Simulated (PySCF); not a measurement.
# Spin-rotation constants: `InChI=1S/C12H12/c1-9-6-10(2)8-12-5-3-4-11(12)7-9/h3-8H,1-2H3`

Geometry (Å), atoms numbered from 1 in this order:
```xyz
24

C     2.688   -1.670    0.213
C     1.402   -0.888    0.111
C     1.549    0.500    0.083
C     0.624    1.530   -0.004
C     1.148    2.944   -0.009
C    -0.763    1.406   -0.088
C    -1.539    0.268   -0.104
C    -2.935    0.230   -0.189
C    -3.347   -1.096   -0.176
C    -2.234   -1.930   -0.084
C    -1.084   -1.143   -0.036
C     0.216   -1.607    0.057
H     3.224   -1.405    1.124
H     2.502   -2.741    0.226
H     3.338   -1.446   -0.632
H     2.582    0.828    0.139
H     2.232    2.971    0.058
H     0.738    3.502    0.833
H     0.847    3.456   -0.922
H    -1.313    2.340   -0.149
H    -3.575    1.091   -0.254
H    -4.369   -1.429   -0.229
H    -2.253   -3.004   -0.054
H     0.310   -2.688    0.093
```

Computed, not measured: GIAO wB97X-D/pcSseg-1 magnetisability, rotational g tensor and spin-rotation constants, non-relativistic, gas phase (PySCF). Geometry: GFN2-xTB.

Q: Give the nuclear spin-rotation constants along the inertial axes (H = +C I·J) beside the isotropic shieldings.

A: Rotational constants 1.4091, 0.8404, 0.5299 GHz. A star marks the isotopologue with that one atom substituted, in its own axes.
```csv
atom,isotope,Caa (kHz),Cbb (kHz),Ccc (kHz),mean (kHz),σ (ppm)
H13,1H,-0.079,-0.090,-0.002,-0.057,28.8
H14,1H,-0.116,0.009,-0.059,-0.055,29.6
H15,1H,-0.077,-0.090,-0.003,-0.057,28.8
H16,1H,0.164,-0.087,-0.049,0.009,23.8
H17,1H,0.037,-0.083,-0.059,-0.035,29.6
H18,1H,-0.150,-0.048,-0.002,-0.067,28.7
H19,1H,-0.150,-0.047,-0.003,-0.067,28.7
H20,1H,-0.129,0.090,-0.045,-0.028,23.2
H21,1H,-0.102,0.068,-0.051,-0.028,24.4
H22,1H,0.174,-0.087,-0.049,0.013,23.5
H23,1H,-0.103,0.070,-0.051,-0.028,24.4
H24,1H,-0.126,0.090,-0.046,-0.027,23.2
C1,13C*,0.206,0.112,0.104,0.141,157.1
C2,13C*,0.582,0.367,0.062,0.337,50.2
C3,13C*,0.709,0.292,0.089,0.363,39.5
C4,13C*,0.589,0.365,0.062,0.338,50.0
C5,13C*,0.194,0.120,0.104,0.139,156.8
C6,13C*,0.532,0.406,0.080,0.339,40.8
C7,13C*,0.566,0.407,0.065,0.346,41.9
C8,13C*,0.492,0.333,0.075,0.300,67.8
C9,13C*,0.710,0.317,0.066,0.364,41.3
C10,13C*,0.482,0.341,0.075,0.300,67.1
C11,13C*,0.552,0.411,0.065,0.343,42.9
C12,13C*,0.511,0.407,0.086,0.335,41.3
```
For the geometry as given, no vibrational averaging.
